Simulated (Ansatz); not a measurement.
Species: C$_{7}$H$_{7}$F$_{3}$Si, SMILES `FC(F)(F)c1ccccc1[SiH3]` (charge 0, multiplicity 1), formula C$_{7}$H$_{7}$F$_{3}$Si.

Problem. How many basis functions does frozen-core CCSD(T)/cc-pVDZ // B3LYP-D3(BJ)/def2-SVP run with Ansatz (a first-principles code) use, how many core orbitals are frozen, and how many electrons are correlated?

Solution. 193 basis functions and 15 frozen orbitals, which leaves 60 correlated electrons. Core time is of the order of minutes.
